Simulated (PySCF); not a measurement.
Computed IR spectrum (relative IR intensity) of a molecule C6H10. Coordinates come from a B3LYP-D3(BJ)/def2-SVP optimisation. Other conformers were not sampled. All values below come from B3LYP-D3(BJ)/def2-SVP in PySCF. No scaling factor is applied to the harmonic values.

```csv
ν (cm⁻¹),relative intensity
414,2.3
453,4.7
665,19
777,4.4
790,7.5
805,6.7
871,22
927,13
945,100
966,13
1002,37
1038,35
1053,5.9
1073,2.6
1102,8.7
1125,3.4
1152,8.1
1182,2.6
1235,2.8
1259,4.1
1305,3.6
1338,3.4
1388,6.3
1431,5.5
1437,7.6
1461,17
1500,17
1721,18
3010,95
3059,51
3119,34
3124,15
3127,46
3133,51
3141,24
3217,40
3225,34
```

Q: Which structure fits?
A) C=CCC1CC1
B) C[C@@H]1C=C[C@@H]1C
C) C=CCC(=C)C
D) C=CC1(C)CC1

A: A, C=CCC1CC1
